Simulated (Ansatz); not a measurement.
Question: Name a neutral molecule of B, Br, N, O, Si and H with HOMO–LUMO gap (PBE0/def2-TZVPP) between 8.00 and 8.30 eV and HOMO energy (B3LYP/def2-TZVPP) between -7.80 and -7.50 eV (Ansatz, PBE0-D4/def2-TZVP geometry).

Answer: `NB(Br)O[SiH3]` (8.20 eV, -7.75 eV). Other molecules can fit too; these were computed, each in one conformer that needn't be the lowest.

B3LYP here is the variant with VWN-RPA as its local correlation; programs differ in this.
